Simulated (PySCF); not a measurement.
**How the method changes the constants of BPb⁺**

State: ³Π (triplet), unpaired electrons σ ↑, π ↑. Set-up: basis B def2-SVP, Pb def2-SVP with ECP60; scalar-relativistic core potentials; PySCF 2.14. De refers to B + Pb⁺ in their high-spin ground configurations, without counterpoise correction. The functionals are run spin-unrestricted. A positive dipole points towards Pb; it is taken about the centre of mass and depends on that origin. Levels whose curve was spin-contaminated or gave no clean fit are not listed.

```csv
Level,Re (Å),ωe (cm⁻¹),De (eV),μ (D),"CPU s a point (SCF and correlation, without the integrals)"
UHF-CCSD,2.506,354,n/a,n/a,n/a
UHF-CCSD(T),2.497,363,n/a,n/a,1.5
PBE,2.496,374,n/a,-1.40,0.45
r²SCAN,2.464,397,n/a,-1.48,0.58
PBE0,2.456,397,n/a,-1.39,0.81
MN15,2.461,372,n/a,-1.87,0.65
BHandHLYP,2.461,376,n/a,-1.59,0.39
CAM-B3LYP,2.447,393,n/a,-1.48,0.74
B2PLYP,2.467,398,n/a,-1.62,0.41
```

Task: What does the step from GGA to meta-GGA do here, going from PBE to r²SCAN?

Result: r²SCAN less PBE: -3.2 pm in Re, +6.1 % in ωe. 

Correlated steps freeze 5 core orbitals. Spin–orbit coupling is left out, which matters for elements this heavy, above all for dissociation energies. B2PLYP dipoles, levels and charges come from its SCF part alone. The state is the lowest determinant that a PBE0 search found; another state may lie lower at other levels.

The whole job (state search and all levels along the bond) took about 1.5 min on 1 thread of Intel Xeon 6975P-C (shared host), peak memory 0.47 GiB.
